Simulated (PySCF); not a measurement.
Two species compared at the same levels of theory.

First species: C7H13NO.
SMILES: `C=CCNC(=O)C(C)C`

Second species: C9H12O2.
InChI=1S/C9H12O2/c1-10-8-3-5-9(7-8,11-2)6-4-8/h3-6H,7H2,1-2H3/t8-,9+

Levels: PBE0/pcSseg-1 for HOMO energy, LUMO energy and HOMO–LUMO gap. Geometries: GFN2-xTB. Each species is one conformer at its optimised geometry, gas phase, non-relativistic unless stated. Electronic properties by PySCF.

The conformers computed, where there is a choice (atom-mapped SMILES and torsion angles):
- `[CH2:1]=[CH:2][CH2:3][NH:4][C:5](=[O:6])[CH:7]([CH3:8])[CH3:9]`: C1–C2–C3–N4 127°, C2–C3–N4–C5 117°, C3–N4–C5–O6 3°, N4–C5–C7–C8 -132°

The conformers of `CO[C@]12C=C[C@](OC)(C=C1)C2` aren't listed.

| property | column X | column Y |
| --- | --- | --- |
| HOMO energy | -7.18 eV | -6.63 eV |
| LUMO energy | 0.06 eV | -0.50 eV |
| HOMO–LUMO gap | 7.24 eV | 6.13 eV |

**Question.** Which column belongs to which species?

**Answer.** Column X is the first species and column Y the second. The first has 22 atoms and 70 electrons, the second 23 and 82.

**Question.** How does each property change from the first species to the second?

**Answer.** HOMO energy +0.55 eV; LUMO energy -0.56 eV; HOMO–LUMO gap -1.11 eV.

